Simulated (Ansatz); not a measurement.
Molecule: CH4Al, net charge 0, doublet state. SMILES: [CH3][AlH]
Structure (B3LYP-D3(BJ)/def2-TZVP (Ansatz, a first-principles code) minimum search):
```
C
H 1 1.0899
H 1 1.0956 2 108.34
H 1 1.0956 2 108.34 3 115.78
Al 1 1.9732 2 114.42 3 -122.11
H 5 1.6066 1 117.21 2 180.00
```
Charge 0, spin multiplicity 2.

Quantity: vertical ionisation energy to the singlet, in eV. Conventions: UHF or UKS for open shells; spin-orbit terms left out; non-relativistic; each state is the SCF solution reached for its charge and spin; dispersion terms only where a functional's name holds one; 6-31G* and kin with 6d, 5d where marked; 6-311+G** with 5d, 6d on Na to Ar in Ansatz. Ab initio and DFT rows: single points at B3LYP-D3(BJ) geometries (Ansatz). The spin state of an ion or metal species was assumed, not searched.

```json
[
 {"level": "B3LYP/STO-3G", "program": "Ansatz", "vertical ionisation energy to the singlet (eV)": "4.35"},
 {"level": "B3LYP/3-21G", "program": "Ansatz", "vertical ionisation energy to the singlet (eV)": "7.38"},
 {"level": "B3LYP/6-31G*", "program": "Ansatz", "vertical ionisation energy to the singlet (eV)": "7.41"},
 {"level": "B3LYP/6-311+G**", "program": "Ansatz", "vertical ionisation energy to the singlet (eV)": "7.49"},
 {"level": "B3LYP/def2-TZVPD", "program": "Ansatz", "vertical ionisation energy to the singlet (eV)": "7.48"}
]
```

No value to compare with is used here. The 4 habitual levels span 4.35 (B3LYP/STO-3G) to 7.49 eV (B3LYP/6-311+G**); B3LYP/def2-TZVPD gives 7.48.

The sets are all those run for this method; runs whose electronic state is in doubt are left out.
